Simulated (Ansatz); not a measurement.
Ideal-gas functions of F6Sb−, SMILES `[F][Sb-]([F])([F])([F])([F])[F]` at 500 K and 1 bar, from an Ansatz frequency run at PBE0-D4/def2-TZVPD.

Molar mass 235.75 g/mol, point group Oh (symmetry number 24), electronic degeneracy 1, moments of inertia 272.966, 272.998, 273.023 u Å². Harmonic wavenumbers (cm⁻¹, unscaled): 167, 167, 167, 270, 270, 270, 287, 287, 287, 560, 560, 629, 650, 650, 650.

Use S(trans) = R[1.5 ln M + 2.5 ln T − 1.1517]; rotational temperatures θ = 24.2544 K / I; S(rot) = R[ln(√π/σ · √(T³/θAθBθC)) + 1.5]; for each mode x = 1.438777 ν̃/T, S = R[x/(eˣ − 1) − ln(1 − e⁻ˣ)] and H = RT x/(eˣ − 1); 1 cm⁻¹ = 0.0119627 kJ/mol; R = 8.31446 J/(mol·K).

By hand: the entropy, in J/(mol·K).

Translation 187.7. Rotation: θ = 0.0889, 0.0888, 0.0888 K, giving 98.5. Vibration, mode by mode: 14.49, 14.49, 14.49, 10.62, 10.62, 10.62, 10.14, 10.14, 10.14, 5.19, 5.19, 4.43, 4.22, 4.22, 4.22, in all 133.2. Electronic 0.0. Sum 419.4 J/(mol·K).

By hand: H − E and G − E in kJ/mol, counted from the electronic energy.

Zero-point energy ½ × 5871 × 0.0119627 = 35.1; thermal vibration 35.0; translation, rotation and pV give 4 RT = 16.6. H − E = 86.7 kJ/mol, and G − E = 86.7 − 500 × 419.4/1000 = -123.0 kJ/mol.

Vibration gives 32 % of the entropy.
